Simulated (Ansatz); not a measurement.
The cluster Ti2H2. Total charge 0; singlet. Geometry r2SCAN-D4/def2-TZVP.

```xyz
4

Ti    0.372   -0.398   -0.773
Ti   -0.372    0.398    0.773
H    -1.056    1.134    2.197
H     1.056   -1.134   -2.197
```

The restricted singlet is unstable towards broken spin symmetry at other levels; at PBE-D4/def2-TZVPD, PBE0-D4/def2-SVP, PBE0-D4/def2-TZVPD this wasn't settled. At r2SCAN-D4/def2-TZVP the restricted singlet is unstable: a solution with broken spin symmetry lies lower. The geometry of the singlet was relaxed on an unsound state (restricted singlet, unstable towards broken spin symmetry). The structure comes from a short search, and lower isomers may exist.

**Question.** Estimate the orbital energies around the gap (eV) in Ansatz with PBE-D4/def2-TZVPD, r2SCAN-D4/def2-TZVP, PBE0-D4/def2-SVP, PBE0-D4/def2-TZVP, PBE0-D4/def2-TZVPD.

**Answer.** 
```csv
orbital,PBE-D4/def2-TZVPD,r2SCAN-D4/def2-TZVP,PBE0-D4/def2-SVP,PBE0-D4/def2-TZVP,PBE0-D4/def2-TZVPD
HOMO−5,-34.67,-36.13,-38.08,-38.15,-38.16
HOMO−4,-7.03,-7.34,-8.15,-8.27,-8.28
HOMO−3,-6.08,-6.41,-7.16,-7.26,-7.27
HOMO−2,-5.49,-5.73,-6.60,-6.71,-6.72
HOMO−1,-5.49,-5.73,-6.60,-6.71,-6.72
HOMO,-5.20,-5.23,-5.88,-5.97,-5.98
LUMO,-4.48,-4.35,-2.72,-2.99,-3.00
LUMO+1,-4.48,-4.35,-2.72,-2.99,-3.00
LUMO+2,-2.85,-2.59,-0.96,-1.12,-1.41
LUMO+3,-2.85,-2.59,-0.96,-1.12,-1.41
LUMO+4,-1.95,-1.39,-0.61,-0.69,-1.13
LUMO+5,-1.95,-1.26,-0.43,-0.60,-1.13
```
